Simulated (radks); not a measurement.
Results of a calculation; reference values are marked as such.
Task: Ionisation of Mg+, [Ne] 3s1, to Mg2+, [Ne], under several functionals. Non-relativistic Kohn-Sham, spin-polarised, spherical densities, point nucleus; open shells are filled with parallel spins first; a radial shooting solver on a logarithmic mesh with Libxc functionals. Known Delta-SCF values: HCTH/407 15.026 eV; r2SCAN 15.023 eV; MS2 meta-GGA 15.185 eV. What does exchange-only B88 give, and what is its highest occupied eigenvalue?

Result: 14.987 eV by Delta-SCF; the 3s eigenvalue is -11.582 eV. NIST: 15.035 eV (measured).
